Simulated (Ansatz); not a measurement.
Ansatz (a program for electronic structure) input file for C3H10OSi2, SMILES [Si](C=O)([SiH3])(C)C, B3LYP-D3(BJ)/def2-SVP. 

Ansatz 0.2 input:
```yaml
crystal:
  periodic: [false, false, false]
  atoms:
    - {symbol: C, position_ang: [-1.24686717, -1.79502370, 0.46739410]}
    - {symbol: Si, position_ang: [-0.28173551, -0.16150886, 0.23249292]}
    - {symbol: C, position_ang: [-0.84702105, 1.11131920, 1.53711512]}
    - {symbol: Si, position_ang: [2.02966281, -0.45704927, 0.17645177]}
    - {symbol: C, position_ang: [-0.84455445, 0.53600630, -1.47322467]}
    - {symbol: O, position_ang: [-0.76583521, 1.70256909, -1.77107993]}
    - {symbol: H, position_ang: [-0.99975618, -2.51539805, -0.30776550]}
    - {symbol: H, position_ang: [-2.32323582, -1.64304612, 0.44176201]}
    - {symbol: H, position_ang: [-1.00593096, -2.25276206, 1.42227328]}
    - {symbol: H, position_ang: [-0.45121211, 0.87559617, 2.52146705]}
    - {symbol: H, position_ang: [-0.50137826, 2.10602008, 1.27012249]}
    - {symbol: H, position_ang: [-1.93068293, 1.15406449, 1.61894503]}
    - {symbol: H, position_ang: [2.45350426, -1.33682111, -0.91810436]}
    - {symbol: H, position_ang: [2.75993576, 0.80236163, 0.02438321]}
    - {symbol: H, position_ang: [2.50587144, -1.07905017, 1.41699655]}
    - {symbol: H, position_ang: [-1.22075971, -0.18551467, -2.23437301]}
basis:
  gaussian:
    orbitals: def2-SVP
hamiltonian:
  xc: b3lyp
  dispersion: d3bj
relax: {f_tol: 0.002, max_steps: 200}
```

Output:

```
WARN ansatz: RAYON_NUM_THREADS=2 ignored (pool sized by the plan → 2); use --threads N
Functional definition: B3LYP
integrals: 0.13 GiB planned
1526 factors; integrals over basis functions are off by at most 3.9e-4 eV
mean field: 0.88 GiB planned
mean field evaluation 1: about -21056.8715 eV, gradient 7.1e1 eV
mean field evaluation 2: about -21045.2228 eV, gradient 9.9e1 eV
mean field evaluation 4: about -21068.3554 eV, gradient 5.3e0 eV
mean field evaluation 8: about -21068.4319 eV, gradient 9.7e-2 eV
mean field evaluation 16: about -21068.4320 eV, gradient 1.5e-5 eV
mean field -21068.43196025 eV, -774.2505938431 hartree, gradient 1.5e-5 eV, S^2 0.000000; 0 other end points of the search recorded, 0 dependent functions left out
the calculation of the forces begins
reference -21068.43225852 eV, -774.2506048043 hartree; 32, 32 occupied and 110, 110 virtual orbitals, 1526 factors
relax step   1: F+E_penalty+E_count = -21069.13772523 eV  Δ(F+E_penalty+E_count) = +0.000e0 eV  max|allowed force component| = 1.034e0 eV/Å  Δτ_max = 0.0000 Å  (28 SCF iters, accepted)
these checks for a lower state are left out or cut short: starts, cluster_reference, orbital_swaps, neighbouring_geometries, increment
integrals: 0.13 GiB planned
1526 factors; integrals over basis functions are off by at most 4.1e-4 eV
mean field: 0.88 GiB planned
[...]
these checks for a lower state are left out or cut short: starts, cluster_reference, orbital_swaps, neighbouring_geometries, increment
integrals: 0.13 GiB planned
1526 factors; integrals over basis functions are off by at most 4.2e-4 eV
mean field: 0.87 GiB planned
mean field -21068.53117533 eV, -774.2542399302 hartree, gradient 7.6e-5 eV, S^2 0.000000; 0 other end points of the search recorded, 0 dependent functions left out
the calculation of the forces begins
reference -21068.53147330 eV, -774.2542508802 hartree; 32, 32 occupied and 110, 110 virtual orbitals, 1526 factors
relax step   5: F+E_penalty+E_count = -21069.24339316 eV  Δ(F+E_penalty+E_count) = -2.974e-3 eV  max|allowed force component| = 1.215e-1 eV/Å  Δτ_max = 0.0811 Å  (27 SCF iters, accepted)
these checks for a lower state are left out or cut short: starts, cluster_reference, orbital_swaps, neighbouring_geometries, increment
integrals: 0.13 GiB planned
1526 factors; integrals over basis functions are off by at most 4.1e-4 eV
mean field: 0.87 GiB planned
mean field -21068.53672067 eV, -774.2544437177 hartree, gradient 1.1e-5 eV, S^2 0.000000; 0 other end points of the search recorded, 0 dependent functions left out
the calculation of the forces begins
reference -21068.53701901 eV, -774.2544546812 hartree; 32, 32 occupied and 110, 110 virtual orbitals, 1526 factors
relax step   6: F+E_penalty+E_count = -21069.24574732 eV  Δ(F+E_penalty+E_count) = -2.354e-3 eV  max|allowed force component| = 1.416e-1 eV/Å  Δτ_max = 0.1521 Å  (31 SCF iters, accepted)
these checks for a lower state are left out or cut short: starts, cluster_reference, orbital_swaps, neighbouring_geometries, increment
integrals: 0.13 GiB planned
1526 factors; integrals over basis functions are off by at most 4.0e-4 eV
mean field: 0.87 GiB planned
mean field -21068.47705593 eV, -774.2522510787 hartree, gradient 1.7e-5 eV, S^2 0.000000; 0 other end points of the search recorded, 0 dependent functions left out
the calculation of the forces begins
reference -21068.47735318 eV, -774.2522620026 hartree; 32, 32 occupied and 110, 110 virtual orbitals, 1526 factors
relax step   7: F+E_penalty+E_count = -21069.18735396 eV  Δ(F+E_penalty+E_count) = +5.839e-2 eV  max|allowed force component| = 7.599e-1 eV/Å  Δτ_max = 0.0997 Å  (30 SCF iters, rejected (line search))
these checks for a lower state are left out or cut short: starts, cluster_reference, orbital_swaps, neighbouring_geometries, increment
integrals: 0.13 GiB planned
1526 factors; integrals over basis functions are off by at most 4.2e-4 eV
mean field: 0.87 GiB planned
mean field -21068.53788839 eV, -774.2544866305 hartree, gradient 5.6e-5 eV, S^2 0.000000; 0 other end points of the search recorded, 0 dependent functions left out
the calculation of the forces begins
reference -21068.53818673 eV, -774.2544975944 hartree; 32, 32 occupied and 110, 110 virtual orbitals, 1526 factors
relax step   8: F+E_penalty+E_count = -21069.24754607 eV  Δ(F+E_penalty+E_count) = -1.799e-3 eV  max|allowed force component| = 6.666e-2 eV/Å  Δτ_max = 0.0499 Å  (28 SCF iters, accepted)
these checks for a lower state are left out or cut short: starts, cluster_reference, orbital_swaps, neighbouring_geometries, increment
integrals: 0.13 GiB planned
1526 factors; integrals over basis functions are off by at most 4.2e-4 eV
mean field: 0.87 GiB planned
mean field evaluation 64: about -21068.5138 eV, gradient 1.0e-1 eV
mean field -21068.51387068 eV, -774.2536039958 hartree, gradient 1.7e-5 eV, S^2 0.000000; 0 other end points of the search recorded, 0 dependent functions left out
the calculation of the forces begins
reference -21068.51416832 eV, -774.2536149339 hartree; 32, 32 occupied and 110, 110 virtual orbitals, 1526 factors
relax step   9: F+E_penalty+E_count = -21069.22303676 eV  Δ(F+E_penalty+E_count) = +2.451e-2 eV  max|allowed force component| = 7.650e-1 eV/Å  Δτ_max = 0.0461 Å  (30 SCF iters, rejected (line search))
these checks for a lower state are left out or cut short: starts, cluster_reference, orbital_swaps, neighbouring_geometries, increment
integrals: 0.13 GiB planned
1526 factors; integrals over basis functions are off by at most 4.2e-4 eV
mean field: 0.87 GiB planned
mean field -21068.53838323 eV, -774.2545048155 hartree, gradient 6.5e-5 eV, S^2 0.000000; 0 other end points of the search recorded, 0 dependent functions left out
the calculation of the forces begins
reference -21068.53868145 eV, -774.2545157747 hartree; 32, 32 occupied and 110, 110 virtual orbitals, 1526 factors
relax step  10: F+E_penalty+E_count = -21069.24777289 eV  Δ(F+E_penalty+E_count) = -2.268e-4 eV  max|allowed force component| = 4.825e-2 eV/Å  Δτ_max = 0.0124 Å  (27 SCF iters, accepted)
these checks for a lower state are left out or cut short: starts, cluster_reference, orbital_swaps, neighbouring_geometries, increment
integrals: 0.13 GiB planned
1526 factors; integrals over basis functions are off by at most 4.2e-4 eV
mean field: 0.87 GiB planned
mean field -21068.53844974 eV, -774.2545072596 hartree, gradient 2.6e-5 eV, S^2 0.000000; 0 other end points of the search recorded, 0 dependent functions left out
the calculation of the forces begins
reference -21068.53874786 eV, -774.2545182154 hartree; 32, 32 occupied and 110, 110 virtual orbitals, 1526 factors
relax step  11: F+E_penalty+E_count = -21069.24787067 eV  Δ(F+E_penalty+E_count) = -9.778e-5 eV  max|allowed force component| = 2.250e-2 eV/Å  Δτ_max = 0.0078 Å  (24 SCF iters, accepted)
these checks for a lower state are left out or cut short: starts, cluster_reference, orbital_swaps, neighbouring_geometries, increment
integrals: 0.13 GiB planned
1526 factors; integrals over basis functions are off by at most 4.2e-4 eV
mean field: 0.87 GiB planned
mean field -21068.53861875 eV, -774.2545134705 hartree, gradient 6.1e-5 eV, S^2 0.000000; 0 other end points of the search recorded, 0 dependent functions left out
the calculation of the forces begins
reference -21068.53891689 eV, -774.2545244272 hartree; 32, 32 occupied and 110, 110 virtual orbitals, 1526 factors
relax step  12: F+E_penalty+E_count = -21069.24790524 eV  Δ(F+E_penalty+E_count) = -3.457e-5 eV  max|allowed force component| = 9.786e-3 eV/Å  Δτ_max = 0.0129 Å  (27 SCF iters, accepted)
these checks for a lower state are left out or cut short: starts, cluster_reference, orbital_swaps, neighbouring_geometries, increment
integrals: 0.13 GiB planned
1526 factors; integrals over basis functions are off by at most 4.2e-4 eV
mean field: 0.87 GiB planned
mean field -21068.53851900 eV, -774.2545098049 hartree, gradient 2.8e-5 eV, S^2 0.000000; 0 other end points of the search recorded, 0 dependent functions left out
the calculation of the forces begins
reference -21068.53881713 eV, -774.2545207609 hartree; 32, 32 occupied and 110, 110 virtual orbitals, 1526 factors
relax step  13: F+E_penalty+E_count = -21069.24791340 eV  Δ(F+E_penalty+E_count) = -8.160e-6 eV  max|allowed force component| = 7.109e-3 eV/Å  Δτ_max = 0.0014 Å  (22 SCF iters, accepted)
these checks for a lower state are left out or cut short: starts, cluster_reference, orbital_swaps, neighbouring_geometries, increment
integrals: 0.13 GiB planned
1526 factors; integrals over basis functions are off by at most 4.2e-4 eV
mean field: 0.87 GiB planned
mean field -21068.53848065 eV, -774.2545083957 hartree, gradient 1.3e-5 eV, S^2 0.000000; 0 other end points of the search recorded, 0 dependent functions left out
the calculation of the forces begins
reference -21068.53877876 eV, -774.2545193511 hartree; 32, 32 occupied and 110, 110 virtual orbitals, 1526 factors
relax step  14: F+E_penalty+E_count = -21069.24791548 eV  Δ(F+E_penalty+E_count) = -2.080e-6 eV  max|allowed force component| = 2.332e-3 eV/Å  Δτ_max = 0.0010 Å  (21 SCF iters, accepted)
these checks for a lower state are left out or cut short: starts, cluster_reference, orbital_swaps, neighbouring_geometries, increment
integrals: 0.13 GiB planned
1526 factors; integrals over basis functions are off by at most 4.2e-4 eV
mean field: 0.87 GiB planned
mean field evaluation 96: about -21068.5385 eV, gradient 3.7e-5 eV
mean field -21068.53848414 eV, -774.2545085237 hartree, gradient 3.7e-5 eV, S^2 0.000000; 0 other end points of the search recorded, 0 dependent functions left out
the calculation of the forces begins
reference -21068.53878224 eV, -774.2545194787 hartree; 32, 32 occupied and 110, 110 virtual orbitals, 1526 factors
relax step  15: F+E_penalty+E_count = -21069.24791648 eV  Δ(F+E_penalty+E_count) = -1.000e-6 eV  max|allowed force component| = 1.097e-3 eV/Å  Δτ_max = 0.0026 Å  (21 SCF iters, accepted)
integrals: 0.13 GiB planned
1526 factors; integrals over basis functions are off by at most 4.2e-4 eV
mean field: 0.87 GiB planned
mean field -21068.53848414 eV, -774.2545085237 hartree, gradient 3.7e-5 eV, S^2 0.000000; 1 other end points of the search recorded, 0 dependent functions left out
the calculation of the forces begins
reference -21068.53878224 eV, -774.2545194787 hartree; 32, 32 occupied and 110, 110 virtual orbitals, 1526 factors
Total energy: -21069.24821458 eV, -774.2805906364 hartree
Atom 0 at    -1.226625    -1.819080     0.481647 Å, force     0.000277    -0.000014     0.000620 eV/Å
Atom 1 at    -0.346453    -0.162767     0.248380 Å, force    -0.000273    -0.000587    -0.000630 eV/Å
Atom 2 at    -0.828631     1.131264     1.527173 Å, force     0.000236    -0.000378     0.000312 eV/Å
Atom 3 at     1.985172    -0.492202     0.189960 Å, force    -0.000036     0.000122    -0.000036 eV/Å
Atom 4 at    -0.821966     0.568433    -1.480689 Å, force    -0.000365     0.000843     0.001021 eV/Å
Atom 5 at    -0.960014     1.759858    -1.654287 Å, force     0.000073    -0.001097    -0.001028 eV/Å
Atom 6 at    -0.982264    -2.516415    -0.335832 Å, force    -0.000098     0.000178     0.000013 eV/Å
Atom 7 at    -2.320344    -1.682331     0.501096 Å, force    -0.000191    -0.000192    -0.000083 eV/Å
Atom 8 at    -0.927541    -2.294183     1.429621 Å, force     0.000008    -0.000044    -0.000105 eV/Å
Atom 9 at    -0.385629     0.930166     2.514688 Å, force     0.000308     0.000268    -0.000132 eV/Å
Atom 10 at    -0.489953     2.119339     1.178648 Å, force    -0.000155     0.000184     0.000242 eV/Å
Atom 11 at    -1.924384     1.170776     1.639231 Å, force    -0.000155    -0.000135    -0.000743 eV/Å
Atom 12 at     2.357855    -1.407764    -0.931381 Å, force    -0.000132    -0.000013    -0.000030 eV/Å
Atom 13 at     2.698394     0.805764     0.000402 Å, force     0.000208    -0.000071     0.000118 eV/Å
Atom 14 at     2.452749    -1.109240     1.469614 Å, force     0.000015    -0.000008    -0.000029 eV/Å
Atom 15 at    -0.950361    -0.139855    -2.353413 Å, force     0.000278     0.000944     0.000491 eV/Å
Dipole moment:    -0.098813    -0.428601     0.268994 e Å
```

The calculation finished and met its thresholds.

Cost: very roughly 3 core-minutes.
